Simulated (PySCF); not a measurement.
## input.py for GeS⁻

Input:

```python
from pyscf import gto, scf, mp

mol = gto.M(
    atom='Ge 0 0 0; S 0 0 2.245',
    basis='def2-svp',
    charge=-1,
    spin=1,
    verbose=4,
)
mf = scf.UHF(mol)
mf.kernel()
mp.MP2(mf).kernel()
mf.dip_moment()
print('orbital energies (hartree):', [e[max(0, n-3):n+3].round(4) for e, n in zip(mf.mo_energy, mol.nelec)])
```

```bash
$ OMP_NUM_THREADS=1 python input.py
```

Output (some set-up lines and the per-cycle HOMO/LUMO lines with their warnings removed):

```
PySCF version 2.14.0

[INPUT] Symbol           X                Y                Z      unit          X                Y                Z       unit  Magmom
[INPUT]  1 Ge     0.000000000000   0.000000000000   0.000000000000 AA    0.000000000000   0.000000000000   0.000000000000 Bohr   0.0
[INPUT]  2 S      0.000000000000   0.000000000000   2.245000000000 AA    0.000000000000   0.000000000000   4.242435149649 Bohr   0.0

nuclear repulsion = 120.685404004918
number of shells = 20
number of NR pGTOs = 110
number of NR cGTOs = 50
basis = def2-svp
ecp = {}

******** <class 'pyscf.scf.uhf.UHF'> ********
method = UHF
initial guess = minao
damping factor = 0
level_shift factor = 0
DIIS = <class 'pyscf.scf.diis.CDIIS'>
SCF conv_tol = 1e-09
SCF max_cycles = 50
number electrons alpha = 25  beta = 24
init E= -2471.59313448218

cycle= 1 E= -2472.44920091516  delta_E= -0.856  |g|=  0.3  |ddm|= 1.21
cycle= 2 E= -2472.48582998966  delta_E= -0.0366  |g|= 0.244  |ddm|= 0.806
cycle= 3 E= -2472.52846631527  delta_E= -0.0426  |g|= 0.0292  |ddm|= 0.364
cycle= 4 E= -2472.52951295115  delta_E= -0.00105  |g|= 0.0131  |ddm|= 0.0705
cycle= 5 E= -2472.52970568943  delta_E= -0.000193  |g|= 0.0046  |ddm|= 0.0283
cycle= 6 E= -2472.52978915642  delta_E= -8.35e-05  |g|= 0.00307  |ddm|= 0.0166
cycle= 7 E= -2472.52985165544  delta_E= -6.25e-05  |g|= 0.00229  |ddm|= 0.0157
cycle= 8 E= -2472.52989328591  delta_E= -4.16e-05  |g|= 0.00201  |ddm|= 0.0122
cycle= 9 E= -2472.52994481618  delta_E= -5.15e-05  |g|= 0.0018  |ddm|= 0.0167
cycle= 10 E= -2472.5300428917  delta_E= -9.81e-05  |g|= 0.00152  |ddm|= 0.0382
cycle= 11 E= -2472.53013260682  delta_E= -8.97e-05  |g|= 0.00126  |ddm|= 0.0479
cycle= 12 E= -2472.53018923509  delta_E= -5.66e-05  |g|= 0.000879  |ddm|= 0.0439
cycle= 13 E= -2472.53023000801  delta_E= -4.08e-05  |g|= 0.000965  |ddm|= 0.0472
cycle= 14 E= -2472.53023410859  delta_E= -4.1e-06  |g|= 0.00068  |ddm|= 0.00514
cycle= 15 E= -2472.53026106457  delta_E= -2.7e-05  |g|= 0.00129  |ddm|= 0.0571
cycle= 16 E= -2472.53026307466  delta_E= -2.01e-06  |g|= 0.00108  |ddm|= 0.00431
cycle= 17 E= -2472.53026921614  delta_E= -6.14e-06  |g|= 0.000615  |ddm|= 0.02
cycle= 18 E= -2472.5302726401  delta_E= -3.42e-06  |g|= 0.000164  |ddm|= 0.022
cycle= 19 E= -2472.53027303422  delta_E= -3.94e-07  |g|= 5.76e-05  |ddm|= 0.009
cycle= 20 E= -2472.53027304667  delta_E= -1.24e-08  |g|= 3.36e-05  |ddm|= 0.000663
cycle= 21 E= -2472.53027305204  delta_E= -5.37e-09  |g|= 1.12e-05  |ddm|= 0.00104
cycle= 22 E= -2472.53027305216  delta_E= -1.26e-10  |g|= 1.8e-05  |ddm|= 0.000142
Extra cycle  E= -2472.53027305246  delta_E= -2.98e-10  |g|= 1.04e-05  |ddm|= 4.68e-05
converged SCF energy = -2472.53027305246  <S^2> = 0.94328883  2S+1 = 2.1847552

******** <class 'pyscf.mp.ump2.UMP2'> ********
nocc = (np.int64(25), np.int64(24)), nmo = (50, 50)
E(UMP2) = -2472.89834401355  E_corr = -0.368070961086259
E(SCS-UMP2) = -2472.8729128239  E_corr = -0.342639771439497
E_corr(same-spin) = -0.114283132920016
E_corr(oppo-spin) = -0.253787828166243

WARN: System has nonzero charge -1; the dipole moment is origin-dependent.
Location of origin: [0. 0. 0.]

Dipole moment(X, Y, Z, Debye):  0.00000, -0.00000, -5.94320
orbital energies (hartree): [array([-0.1384, -0.0887, -0.0321,  0.226 ,  0.3574,  0.4543]), array([-0.1511, -0.1274, -0.1204,  0.2538,  0.2831,  0.3778])]
```

In short: E(SCF) = -2472.530273 Eh, E(MP2) − E(SCF) = -0.36807 Eh, ⟨S²⟩ = 0.943.

It ran on Arm Neoverse V2 (1 thread, shared host) in 1.2 s.

The basis has no diffuse functions, which an anion needs. The bond length is a typed value, not an optimised one. The dipole of an ion depends on the origin. No search for the lowest solution was made.
